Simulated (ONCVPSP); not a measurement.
Transferability test, ONCV potential for silicon

- Element: Si
- Generator: ONCVPSP 4.0.1
- Type: optimised norm-conserving Vanderbilt (ONCV)
- Functional: PBE
- Relativity: scalar-relativistic
- Frozen core: [Ne]
- Valence charge: 4
- Reference configuration: 3s2 3p2
- Partial waves: 3s: rc 1.60 bohr, ncon 4, nbas 9, qcut 4 1/bohr, 2 projectors, debl 3.7 Ha; 3p: rc 2.15 bohr, ncon 5, nbas 10, qcut 3.9 1/bohr, 2 projectors, debl 4 Ha
- Local potential: polynomial inside 1.30 bohr (lpopt 5, dvloc0 1 Ha)
- Core correction: Teter function, fcfact 4.25, rcfact 1.5

Energies are relative to the spin-unpolarised reference configuration 3s2 3p2; without spin polarisation the order of configurations can differ from experiment.

| valence configuration | charge | ΔE all-electron (eV) | error AE − PS (meV) |
| --- | --- | --- | --- |
| 3s2 3p0 | +2 | 23.733 | +3.4 |
| 3s1 3p3 | 0 | 6.814 | -3.4 |

**Question.** What are ΔE and the potential's error for 3s2 3p1?

**Answer.** ΔE = 7.740 eV all-electron; the error (AE − PS) is +1.7 meV.

**Question.** What are ΔE and the potential's error for 3s1 3p0?

**Answer.** ΔE = 57.704 eV all-electron; the error (AE − PS) is -39 meV.

Levels in the configuration 3s2 3p0:

```json
{"level": "3s", "all-electron (eV)": "-28.536", "pseudo (eV)": "-28.547"}
```

Note: no bound ghost flagged; GHOST(+) flagged for s at 123.1 eV.
